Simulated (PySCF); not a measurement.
Cl4OW, charge +1, doublet, at a GFN2-xTB geometry (such geometries of metal compounds can be far from the true shape) (the multiplicity is a formal guess) (core potentials on W). Base run: DF-B3LYP/def2-SVP run with PySCF.

The PySCF input:
```python
from pyscf import gto, scf, dft

mol = gto.Mole()
mol.atom = '''
    W     0.19312418   -0.17895695   -0.03195915
    O     1.59871201   -0.52124860   -0.85822968
    Cl    0.55270696   -0.37154999    2.09430151
    Cl   -1.17972309    1.02559978   -1.59328696
    Cl   -1.18858374   -1.82955839   -0.26385221
    Cl    0.22260663    2.19979115    0.30582675
'''
mol.basis = 'def2-svp'
mol.ecp = {'W': 'def2-svp'}
mol.charge = 1
mol.spin = 1
mol.verbose = 4
mol.build()

mf = dft.UKS(mol)
mf.xc = 'b3lyp'
mf = mf.density_fit(auxbasis='def2-universal-jkfit')
mf.kernel()
```

Each row names what was changed in the base input (with any setting that the change needs).

```
change                                     ΔE vs base (mEh)  grid points  electrons on the grid
-----------------------------------------  ----------------  -----------  ---------------------
base                                                  0.000       113912               89.00000
grids.prune = dft.gen_grid.treutler_prune             0.002       109136               89.00000
grids.level = 1                                       0.036        39384               88.99995
grids.atom_grid = (99, 590)                           0.001       180616               89.00000
grids.level = 2                                      -0.005        73784               89.00003
grids.atom_grid = (75, 302)                          -0.005        82552               89.00003
grids.becke_scheme = stratmann                        0.003       113912               89.00000
grids.level = 4                                       0.000       178056               89.00000
small_rho_cutoff = 0                                  0.000       113912               89.00000
grids.radi_method = delley                            0.001       115128               89.00000
grids.level = 0                                       198.4        10848               88.96547
```

Open shells are given as the SCF converged; they aren't shown to be the lowest states, and a large step between rows can be another state.
